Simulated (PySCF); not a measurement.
**State search for CdI⁺**

Unrestricted PBE0; basis Cd def2-SVP with ECP28, I def2-SVP with ECP28; scalar-relativistic core potentials; PySCF 2.14. Outer shells of the fragments: Cd+ 4d10 5s1; I 4d10 5s2 5p5.

Followed along the bond (rough minima from three points):

| 2Ms+1 | unpaired | ⟨S²⟩ at the start | R at minimum (Å) | Te (eV) |
| --- | --- | --- | --- | --- |
| 1 | none | 0.00 | 2.58 | 0.00 |
| 3 | σ ↑, π ↑ | 2.00 | none in the scan | ≤ 0.93 |
| 1 | σ ↓, π ↑ | 1.00 | none in the scan | ≤ 1.01 |

Solutions found at the starting distance of 2.810 Å, counted from the lowest of them; the search is not exhaustive and high or unbound solutions are not listed, so other states can lie among these:

| 2Ms+1 | unpaired | term | E (eV) | ⟨S²⟩ | ⟨Lz²⟩ | μ (D) |
| --- | --- | --- | --- | --- | --- | --- |
| 1 | none | ¹Σ⁺ | 0.00 | 0.00 | 0.00 | -6.64 |
| 3 | σ ↑, π ↑ | ³Π | 0.79 | 2.00 | 1.00 | -1.61 |
| 1 | σ ↓, π ↑ | mixed | 0.87 | 1.00 | 1.00 | -1.71 |
| 3 | σ ↑↑ | ³Σ⁺ | 2.21 | 2.00 | 0.00 | -3.52 |
| 3 | π ↑↑ | ³Σ⁻ | 4.61 | 2.00 | 0.00 | 5.54 |
| 1 | π ↑↓ | mixed | 5.02 | 1.01 | 2.01 | 5.49 |
| 3 | π ↑↑ | mixed | 5.16 | 2.01 | 2.01 | -0.79 |
| 1 | π ↑↓ | mixed | 5.25 | 1.03 | 2.01 | -0.67 |
| 3 | π ↑↑ | mixed | 5.27 | 2.01 | 2.01 | -0.76 |
| 1 | none | mixed | 6.26 | 0.00 | 2.00 | 5.34 |

A term symbol is given only where ⟨S²⟩ and ⟨Lz²⟩ are close to those of a pure state; real π, δ and φ orbitals otherwise mix terms. A positive dipole points towards I; it is taken about the centre of mass and depends on that origin.

Spin–orbit coupling is left out. Counting both spins, an empty level lies below a filled one in some of these solutions, because spin and occupation are held.
